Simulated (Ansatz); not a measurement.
Cost and result for the atomization energy of CH7AlSiTe (`C[Te][AlH][SiH3]`) (11 atoms, 10 bonds).

Cartesian coordinates in Å:
```
C -1.094 -1.327 -1.427
Te -0.281 0.416 -2.398
Al 0.799 1.509 -0.413
Si 0.688 0.500 1.820
H -0.580 -2.203 -1.815
H -0.951 -1.251 -0.353
H -2.154 -1.375 -1.662
H 1.548 2.874 -0.718
H -0.189 -0.703 1.877
H 2.046 0.081 2.272
H 0.168 1.478 2.818
```

Charge 0, multiplicity 1. Correlated methods include outer-core shells of Te, which these sets cover unevenly. Te: def2 effective core potential. The structure was optimised at the PBE0-D4/def2-TZVP level. It is one conformer, not always the lowest. Program: Ansatz. All runs use 4 threads of an Arm Neoverse V2 on a shared host. Times are those of one run each, without the atoms' runs, and a repeat can differ threefold. Electronic energies, without spin–orbit coupling; frozen cores. CCSD(T)/CBS adds CCSD(T) − MP2 in def2-TZVPP to the MP2 limit, and its time is that of the two runs behind it. T1 = 0.012. With those shells the extrapolation isn't a true limit. B3LYP takes the VWN-RPA correlation (the form of Gaussian; ORCA's B3LYP/G).

CCSD(T)/CBS is a level of theory with its own doubt, some kJ/mol a heavy atom from the limit and from the frozen cores, so smaller differences don't rank the functionals.

| level | functions | wall time | atomization (kcal/mol) | difference from CCSD(T)/CBS | per bond |
| --- | --- | --- | --- | --- | --- |
| PBE-D4/def2-TZVPP (with forces) | 263 | 2.5 s | 782.4 | -5.1 | -0.5 |
| PBE0-D4/def2-TZVPP | 263 | 3.2 s | 777.6 | -9.9 | -1.0 |
| r2SCAN-D4/def2-TZVPP (with forces) | 263 | 4.9 s | 783.0 | -4.5 | -0.4 |
| B3LYP-D4/def2-TZVPP (with forces) | 263 | 4.9 s | 780.8 | -6.7 | -0.7 |
| B2PLYP/def2-TZVPP | 263 | 6 s | 769.5 | -18.0 | -1.8 |
| ωB97X-V/def2-TZVPP | 263 | 8.5 s | 786.3 | -1.2 | -0.1 |
| ωB97M-V/def2-TZVPP (with forces) | 263 | 12 s | 778.6 | -8.9 | -0.9 |
| MP2/def2-QZVPP | 489 | 19 s | 775.3 | -12.2 | -1.2 |
| CCSD(T)/def2-TZVPP | 263 | 3.1 min | 764.9 | -22.6 | -2.3 |
| CCSD(T)/CBS(def2) | – | 3.4 min | 787.5 | 0.0 | 0.0 |

In def2-TZVPP, CCSD(T) changes the Hartree–Fock value by +181.4 kcal/mol (the triples alone add +10.0 kcal/mol) and MP2 by +178.6 kcal/mol; breaking electron pairs costs correlation energy, which Hartree–Fock lacks. The D4 term adds +10.1 kcal/mol with B3LYP and +5.4 kcal/mol with PBE0; it sums over pairs of atoms, weighted by their polarisabilities, and B3LYP, whose exchange is more repulsive, gets the larger term. From PBE to PBE0 (25 % exact exchange), in def2-TZVPP and without D4, the atomization energy moves by −4.0 kcal/mol: exact exchange takes away binding that semilocal exchange gives to molecules.

Spin–orbit coupling would lower the free Te atoms strongly, and the atomization energy with them, by more than many differences here.
